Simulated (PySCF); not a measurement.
P, quartet; BLYP/6-311G** run with PySCF.

The PySCF input:
```python
from pyscf import gto, scf, dft

mol = gto.Mole()
mol.atom = '''
    P     0.000000    0.000000    0.000000
'''
mol.basis = '6-311g**'
mol.charge = 0
mol.spin = 3
mol.verbose = 5
mol.build()

mf = dft.UKS(mol)
mf.xc = 'blyp'
mf.grids.prune = dft.gen_grid.sg1_prune
mf.kernel()
```

What the program printed (banner, timings and long lists left out):

```
PySCF version 2.14.0

[INPUT] verbose = 5
[INPUT] max_memory = 4000
[INPUT] num. atoms = 1
[INPUT] num. electrons = 15
[INPUT] charge = 0
[INPUT] spin (= nelec alpha-beta = 2S) = 3
[INPUT] symmetry False subgroup None
[INPUT] Mole.unit = angstrom
[INPUT] Symbol           X                Y                Z      unit          X                Y                Z       unit  Magmom
[...]
[INPUT] ---------------- BASIS SET ----------------
[INPUT] l, kappa, [nprim/nctr], expnt,             c_1 c_2 ...
[INPUT] P
[...]
                                11605.8           0.006068
                                2645.96           0.03116
                                754.976           0.123431
                                248.755           0.378209
                                91.1565           0.563262
[...]
                                36.2257           0.627647
                                15.2113           0.263849
[...]
                                90.5521           0.069874
                                29.1339           0.29247
                                10.8862           0.728103
[...]
                                1.77706           0.428044
[...]
nuclear repulsion = 0
number of shells = 12
number of NR pGTOs = 45
number of NR cGTOs = 26
basis = 6-311g**
ecp = {}

******** <class 'pyscf.dft.uks.UKS'> ********
method = UKS
initial guess = minao
damping factor = 0
level_shift factor = 0
DIIS = <class 'pyscf.scf.diis.CDIIS'>
diis_start_cycle = 1
diis_space = 8
diis_damp = 0
SCF conv_tol = 1e-09
SCF conv_tol_grad = None
SCF max_cycles = 50
direct_scf = True
direct_scf_tol = 1e-13
number electrons alpha = 9  beta = 6
XC library pyscf.dft.libxc version 7.1.2
    S. Lehtola, C. Steigemann, M. J. T. Oliveira, and M. A. L. Marques,  SoftwareX 7, 1–5 (2018)
XC functionals = blyp
    A. D. Becke,  Phys. Rev. A 38, 3098 (1988)
    C. Lee, W. Yang, and R. G. Parr,  Phys. Rev. B 37, 785 (1988)
    B. Miehlich, A. Savin, H. Stoll, and H. Preuss,  Chem. Phys. Lett. 157, 200 (1989)
radial grids:
    Treutler-Ahlrichs [JCP 102, 346 (1995); DOI:10.1063/1.469408] (M4) radial grids

becke partition: Becke, JCP 88, 2547 (1988); DOI:10.1063/1.454033
pruning grids: <function sg1_prune>
grids dens level: 3
symmetrized grids: False
atomic radii adjust function: <function treutler_atomic_radii_adjust>
small_rho_cutoff = 0
Set gradient conv threshold to 3.16228e-05
atom P rad-grids = 80, ang-grids = [  6   6   6   6   6   6   6   6   6   6   6   6   6   6   6   6   6   6
   6   6   6   6   6  38  38  38  38  38  38  38  38  38  38  38  38  86
  86  86  86  86  86  86  86  86 194 194 194 194 194 194 194 194 194 194
 194 194 194 194 194 194 194 194  86  86  86  86  86  86  86  86  86  86
  86  86  86  86  86  86  86  86]
tot_boxes 729, boxes in each direction [7 7 7]
Padding 0 grids
tot grids = 6408
nelec by numeric integration = [7.49857011 7.49857011]
E1 = -472.022601611238  E2 = 130.85233724528757  Ecoul = 154.09634290917896  Exc = -23.24400566389138
init E= -341.17026436595
cond(S) = 60.349701510053585

  alpha mo_energy =
[-7.62636808e+01 -6.29949256e+00 -4.52008985e+00 -4.52008985e+00
 -4.52008985e+00 -4.90106059e-01 -1.84535671e-01 -1.84535671e-01
 -1.84535671e-01  1.57115350e-01  1.57115350e-01  1.57115350e-01
  2.98779714e-01  6.16807205e-01  6.16807205e-01  6.16813976e-01
  6.16813976e-01  6.16813976e-01  1.37553330e+00  1.37553330e+00
  1.37553330e+00  6.33295845e+00  1.35306767e+01  1.35306767e+01
  1.35306767e+01  1.61819019e+02]
  beta  mo_energy =
[-7.62636808e+01 -6.29949256e+00 -4.52008985e+00 -4.52008985e+00
 -4.52008985e+00 -4.90106059e-01 -1.84535671e-01 -1.84535671e-01
 -1.84535671e-01  1.57115350e-01  1.57115350e-01  1.57115350e-01
  2.98779714e-01  6.16807205e-01  6.16807205e-01  6.16813976e-01
  6.16813976e-01  6.16813976e-01  1.37553330e+00  1.37553330e+00
  1.37553330e+00  6.33295845e+00  1.35306767e+01  1.35306767e+01
  1.35306767e+01  1.61819019e+02]
multiplicity <S^2> = 3.75  2S+1 = 4
[...]
  6.67171452e-01  6.67171452e-01  1.39527362e+00  1.39527362e+00
  1.39527362e+00  6.32578833e+00  1.35029359e+01  1.35029359e+01
  1.35029359e+01  1.61711224e+02]
multiplicity <S^2> = 3.750256  2S+1 = 4.000128
nelec by numeric integration = [9. 6.]
E1 = -471.605667518534  E2 = 130.34054743900037  Ecoul = 153.52132140220849  Exc = -23.1807739632081
cycle= 5 E= -341.265120079534  delta_E= -8.75e-10  |g|= 7.31e-05  |ddm|= 0.000247
  alpha mo_energy =
[-7.63859892e+01 -6.33710066e+00 -4.56276553e+00 -4.56276553e+00
 -4.56276553e+00 -5.32519997e-01 -2.21253683e-01 -2.21253683e-01
 -2.21253683e-01  1.42700372e-01  1.42700372e-01  1.42700372e-01
  2.74266683e-01  5.70981497e-01  5.70981497e-01  5.70988335e-01
  5.70988335e-01  5.70988335e-01  1.34291822e+00  1.34291822e+00
  1.34291822e+00  6.29727385e+00  1.34765509e+01  1.34765509e+01
  1.34765509e+01  1.61697982e+02]
  beta  mo_energy =
[-7.63742665e+01 -6.32645150e+00 -4.54775614e+00 -4.54775614e+00
 -4.54775614e+00 -4.48328512e-01 -1.47344169e-01 -1.47344169e-01
 -1.47344169e-01  1.74441302e-01  1.74441302e-01  1.74441302e-01
  3.19542438e-01  6.67218630e-01  6.67218630e-01  6.67225353e-01
  6.67225353e-01  6.67225353e-01  1.39532368e+00  1.39532368e+00
  1.39532368e+00  6.32586576e+00  1.35030191e+01  1.35030191e+01
  1.35030191e+01  1.61711310e+02]
multiplicity <S^2> = 3.7502563  2S+1 = 4.0001281
nelec by numeric integration = [9. 6.]
E1 = -471.6048622265776  E2 = 130.33974214306957  Ecoul = 153.52044797980918  Exc = -23.180705836739612
cycle= 6 E= -341.265120083508  delta_E= -3.97e-09  |g|= 3.68e-06  |ddm|= 0.000152
  alpha mo_energy =
[-7.63859930e+01 -6.33710436e+00 -4.56276931e+00 -4.56276931e+00
 -4.56276931e+00 -5.32522565e-01 -2.21255791e-01 -2.21255791e-01
 -2.21255791e-01  1.42698989e-01  1.42698989e-01  1.42698989e-01
  2.74264746e-01  5.70978757e-01  5.70978757e-01  5.70985595e-01
  5.70985595e-01  5.70985595e-01  1.34291561e+00  1.34291561e+00
  1.34291561e+00  6.29727046e+00  1.34765473e+01  1.34765473e+01
  1.34765473e+01  1.61697979e+02]
  beta  mo_energy =
[-7.63742700e+01 -6.32645499e+00 -4.54775960e+00 -4.54775960e+00
 -4.54775960e+00 -4.48331084e-01 -1.47346349e-01 -1.47346349e-01
 -1.47346349e-01  1.74440052e-01  1.74440052e-01  1.74440052e-01
  3.19540629e-01  6.67215897e-01  6.67215897e-01  6.67222621e-01
  6.67222621e-01  6.67222621e-01  1.39532119e+00  1.39532119e+00
  1.39532119e+00  6.32586258e+00  1.35030158e+01  1.35030158e+01
  1.35030158e+01  1.61711306e+02]
multiplicity <S^2> = 3.7502563  2S+1 = 4.0001281
nelec by numeric integration = [9. 6.]
E1 = -471.6049017762492  E2 = 130.3397816927313  Ecoul = 153.52049085386017  Exc = -23.180709161128874
cycle= 7 E= -341.265120083518  delta_E= -9.89e-12  |g|= 1.27e-07  |ddm|= 6.78e-06
  alpha mo_energy =
[-7.63859927e+01 -6.33710410e+00 -4.56276904e+00 -4.56276904e+00
 -4.56276904e+00 -5.32522420e-01 -2.21255667e-01 -2.21255667e-01
 -2.21255667e-01  1.42699057e-01  1.42699057e-01  1.42699057e-01
  2.74264851e-01  5.70978909e-01  5.70978909e-01  5.70985748e-01
  5.70985748e-01  5.70985748e-01  1.34291576e+00  1.34291576e+00
  1.34291576e+00  6.29727069e+00  1.34765475e+01  1.34765475e+01
  1.34765475e+01  1.61697979e+02]
  beta  mo_energy =
[-7.63742697e+01 -6.32645472e+00 -4.54775933e+00 -4.54775933e+00
 -4.54775933e+00 -4.48330918e-01 -1.47346222e-01 -1.47346222e-01
 -1.47346222e-01  1.74440120e-01  1.74440120e-01  1.74440120e-01
  3.19540736e-01  6.67216079e-01  6.67216079e-01  6.67222803e-01
  6.67222803e-01  6.67222803e-01  1.39532136e+00  1.39532136e+00
  1.39532136e+00  6.32586282e+00  1.35030161e+01  1.35030161e+01
  1.35030161e+01  1.61711307e+02]
multiplicity <S^2> = 3.7502563  2S+1 = 4.0001281
nelec by numeric integration = [9. 6.]
E1 = -471.6048993074192  E2 = 130.33977922390122  Ecoul = 153.52048817184712  Exc = -23.180708947945902
Extra cycle  E= -341.265120083518  delta_E= -1.14e-13  |g|= 1.22e-07  |ddm|= 4.56e-07
converged SCF energy = -341.265120083518  <S^2> = 3.7502563  2S+1 = 4.0001281
```
